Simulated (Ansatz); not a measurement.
One reagent, a row of partners

Four-centre ligand exchange: GaNH₄ ([NH2][GaH2]) meets different reagents, and the same bond of it breaks. Each row is one chosen step, not always the lowest open to these reactants.

Gas-phase electronic energies, without zero-point energy, by CCSD(T) at an estimated basis limit (MP2 extrapolated from triple and quadruple zeta, plus CCSD(T) − MP2 in triple zeta); Ansatz 0.2.0, def2-TZVPP and QZVPP, frozen cores, on PBE0-D4/def2-TZVP structures. Extrapolation: Hartree–Fock as exp(−7.88 √X), correlation as X^−2.97. All energies, in kJ/mol, count from the separated reactants, without counterpoise correction; the start and end structures are the complexes reached by relaxing down from the saddle, and deeper ones may exist. Brackets give SMILES, or, where every atom is bracketed, only which atoms are joined. Steps whose reference was doubtful or whose search ended elsewhere are left out.

| reactants | products | broken | formed | start structure | saddle | end structure | saddle by PBE0-D4/TZ |
| --- | --- | --- | --- | --- | --- | --- | --- |
| GaNH₄ ([NH2][GaH2]) + H₂S | GaH₃S ([SH][GaH2]) + NH₃, still joined by a dative Ga–N bond | Ga–N, H–S | Ga–S, H–N | -23.0 | ? | -141.4 | -25.6 |
| GaNH₄ ([NH2][GaH2]) + H₂O | GaH₃O ([OH][GaH2]) + NH₃, still joined by a dative Ga–N bond | Ga–N, H–O | Ga–O, H–N | -49.8 | -29.2 | -104.5 | -44.0 |
| GaNH₄ ([NH2][GaH2]) + H₂ | GaH₃ + NH₃, still joined by a dative Ga–N bond | Ga–N, H–H | Ga–H, H–N | -2.6 | 103.0 | -59.1 | 81.6 |

Q: What is the height of the saddle for GaNH₄ ([NH2][GaH2]) + H₂S? (To be estimated.)

A: Computed: -9.2 kJ/mol relative to the separated reactants, between the members at -29.2 and 103.0; above its start structure the barrier is -9.2 − (-23.0) ≈ 13.8 kJ/mol.

So low a barrier for a moving hydrogen may vanish once zero-point energy is counted.

Q: How do the PBE0-D4 saddles lie against the coupled-cluster estimate?

A: All lower, by 14.9 to 21.4 kJ/mol.

T1 diagnostic: at most 0.015. The filled d shells of Ga are correlated in sets not built for that, so values that involve them are less sure.

For scale, one of the runs: CCSD(T)/def2-TZVPP, 205 basis functions, launched by `ansatz run in.yaml --threads 4 --pin off --events-out ev --progress --plain --max-ram 9574MiB`. Time: 110 s of wall clock on 4 CPU threads of an AMD EPYC; the host was shared. Peak host memory: 2.6 GiB.
